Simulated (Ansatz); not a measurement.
A run on C$_{7}$H$_{6}$O$_{5}$SW, SMILES `C[S+](C)[W-6]([C]#[O+])([C]#[O+])([C]#[O+])([C]#[O+])[C]#[O+]` with other settings.

```yaml
crystal:
  periodic: [false, false, false]
  atoms:
    - {symbol: C, position_ang: [-1.865179, -0.022170, 1.630006]}
    - {symbol: S, position_ang: [-1.319527, -0.678679, 0.047886]}
    - {symbol: C, position_ang: [-0.737204, -2.288953, 0.595383]}
    - {symbol: W, position_ang: [0.684398, 0.686437, -0.757690]}
    - {symbol: C, position_ang: [-0.132639, 2.405017, -0.001042]}
    - {symbol: O, position_ang: [-0.566604, 3.377094, 0.413166]}
    - {symbol: C, position_ang: [1.558349, -0.988420, -1.547997]}
    - {symbol: O, position_ang: [2.067290, -1.907664, -1.996082]}
    - {symbol: C, position_ang: [1.652034, 0.361295, 1.012961]}
    - {symbol: O, position_ang: [2.199392, 0.183413, 2.001048]}
    - {symbol: C, position_ang: [2.234676, 1.757849, -1.413519]}
    - {symbol: O, position_ang: [3.129047, 2.372096, -1.783305]}
    - {symbol: C, position_ang: [-0.284853, 1.015590, -2.539157]}
    - {symbol: O, position_ang: [-0.802338, 1.212230, -3.536041]}
    - {symbol: H, position_ang: [-2.249776, 0.980679, 1.449502]}
    - {symbol: H, position_ang: [-2.664831, -0.649817, 2.025232]}
    - {symbol: H, position_ang: [-1.034743, 0.028040, 2.334523]}
    - {symbol: H, position_ang: [-0.361620, -2.813310, -0.282217]}
    - {symbol: H, position_ang: [-1.570647, -2.848900, 1.021317]}
    - {symbol: H, position_ang: [0.064748, -2.181837, 1.326034]}
basis:
  gaussian: {orbitals: x2c-TZVPPall, final_grid: {core_spheres: 5, valence_spheres: 4, degree: 11}}
hamiltonian: {xc: {name: BHLYP}, dispersion: d4}
output: {forces: true}
```

```sh
$ ansatz run in.yaml --threads 10 --pin off --events-out ev --progress --plain --max-ram 110592MiB --backend cuda --devices 0, --max-vram 75GiB
```

It prints (some lines left out):

```
Functional definition: BHLYP
4160 factors; their error is unknown
mean field evaluation 1: about -467794.6332 eV, gradient 8.0e1 eV
mean field evaluation 2: about -467785.6954 eV, gradient 1.1e2 eV
mean field evaluation 4: about -467805.4602 eV, gradient 1.4e1 eV
mean field evaluation 8: about -467805.6907 eV, gradient 1.1e0 eV
mean field evaluation 16: about -467807.0216 eV, gradient 2.6e-3 eV
mean field -467807.02160629 eV, -17191.5909530430 hartree, gradient 2.9e-5 eV, S^2 0.000000; 0 other end points of the search recorded, 0 dependent functions left out
reference -467807.02184444 eV, -17191.5909617948 hartree; 89, 89 occupied and 506, 506 virtual orbitals, 4160 factors
Total energy: -467808.13666490 eV, -17191.6319306911 hartree
Relativity: scalar
Atom 0 at    -1.865179    -0.022170     1.630006 Å, force    -0.134958     0.102541     0.103532 eV/Å
Atom 1 at    -1.319527    -0.678679     0.047886 Å, force    -0.067952    -0.097713     0.141133 eV/Å
Atom 2 at    -0.737204    -2.288953     0.595383 Å, force     0.013173    -0.196276    -0.033698 eV/Å
Atom 3 at     0.684398     0.686437    -0.757690 Å, force     0.237121     0.133964    -0.033232 eV/Å
Atom 4 at    -0.132639     2.405017    -0.001042 Å, force    -0.587424     1.267372     0.548607 eV/Å
Atom 5 at    -0.566604     3.377094     0.413166 Å, force     0.576943    -1.286268    -0.543400 eV/Å
Atom 6 at     1.558349    -0.988420    -1.547997 Å, force     0.652419    -1.218029    -0.584665 eV/Å
Atom 7 at     2.067290    -1.907664    -1.996082 Å, force    -0.670534     1.214330     0.597010 eV/Å
Atom 8 at     1.652034     0.361295     1.012961 Å, force     0.705871    -0.278769     1.382197 eV/Å
Atom 9 at     2.199392     0.183413     2.001048 Å, force    -0.752004     0.254340    -1.379203 eV/Å
Atom 10 at     2.234676     1.757849    -1.413519 Å, force     1.103520     0.732677    -0.401692 eV/Å
Atom 11 at     3.129047     2.372096    -1.783305 Å, force    -1.152431    -0.774680     0.439972 eV/Å
Atom 12 at    -0.284853     1.015590    -2.539157 Å, force    -0.741108     0.284682    -1.434311 eV/Å
Atom 13 at    -0.802338     1.212230    -3.536041 Å, force     0.711649    -0.289381     1.412306 eV/Å
Atom 14 at    -2.249776     0.980679     1.449502 Å, force     0.110930    -0.313461     0.095259 eV/Å
Atom 15 at    -2.664831    -0.649817     2.025232 Å, force     0.251365     0.195855    -0.084852 eV/Å
Atom 16 at    -1.034743     0.028040     2.334523 Å, force    -0.220468     0.013581    -0.199969 eV/Å
Atom 17 at    -0.361620    -2.813310    -0.282217 Å, force    -0.111224     0.133489     0.299165 eV/Å
Atom 18 at    -1.570647    -2.848900     1.021317 Å, force     0.273361     0.151804    -0.104666 eV/Å
Atom 19 at     0.064748    -2.181837     1.326034 Å, force    -0.198247    -0.030057    -0.219494 eV/Å
Dipole moment:    -0.788987    -0.688996     0.648918 e Å
```

It took 4.5 s on 10 threads of an AMD EPYC 7R13 on a shared host and a whole NVIDIA H100 80 GB, with 1.9 GiB of host memory at the peak.
